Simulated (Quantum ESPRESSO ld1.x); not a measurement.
Values are calculated unless marked as measured or tabulated.
Gd I, configuration [Kr] 4d10 4f7 5s2 5p(up 3, down 3) 5d1 6s2. Level of theory: scalar-relativistic Kohn-Sham, LDA (Slater exchange, Perdew-Zunger correlation), spin-polarised, spherical densities, point nucleus; open shells are filled with parallel spins first (ld1.x of Quantum ESPRESSO 7.5).

Unscreened Slater integrals over Kohn-Sham orbitals (eV). They are taken over the spin-up orbitals.

\begin{tabular}{lr}
integral & value \\ \hline
F0(5d,5d) & 9.1337 \\
F2(5d,5d) & 4.4928 \\
F4(5d,5d) & 2.8848 \\
F0(5d,6s) & 7.1799 \\
G2(5d,6s) & 2.3725 \\
F0(5d,4f) & 12.163 \\
F2(5d,4f) & 2.7520 \\
F4(5d,4f) & 1.3124 \\
G1(5d,4f) & 1.3348 \\
G3(5d,4f) & 1.0366 \\
G5(5d,4f) & 0.77876 \\
F0(5d,5p) & 11.236 \\
F2(5d,5p) & 4.9391 \\
G1(5d,5p) & 5.5379 \\
G3(5d,5p) & 3.3724 \\
F0(6s,6s) & 6.3186 \\
F0(6s,4f) & 8.2747 \\
G3(6s,4f) & 0.27200 \\
F0(6s,5p) & 7.9261 \\
G1(6s,5p) & 0.56729 \\
F0(4f,4f) & 29.781 \\
F2(4f,4f) & 13.979 \\
F4(4f,4f) & 8.7365 \\
F6(4f,4f) & 6.2756 \\
F0(4f,5p) & 18.946 \\
F2(4f,5p) & 6.5757 \\
G2(4f,5p) & 3.4792 \\
G4(4f,5p) & 2.6734 \\
F0(5p,5p) & 15.799 \\
F2(5p,5p) & 8.4719 \\
\end{tabular}

Derived for the open shells (J is the average intra-shell exchange parameter used in DFT+U). 4f: F4/F2 = 0.625, F6/F2 = 0.449, J = (286 F2 + 195 F4 + 250 F6)/6435 = 1.130 eV. 5d: Racah B = F2/49 - 5 F4/441 = 0.05898 eV, C = 35 F4/441 = 0.2290 eV, C/B = 3.88, F4/F2 = 0.642, J = (F2 + F4)/14 = 0.5270 eV.
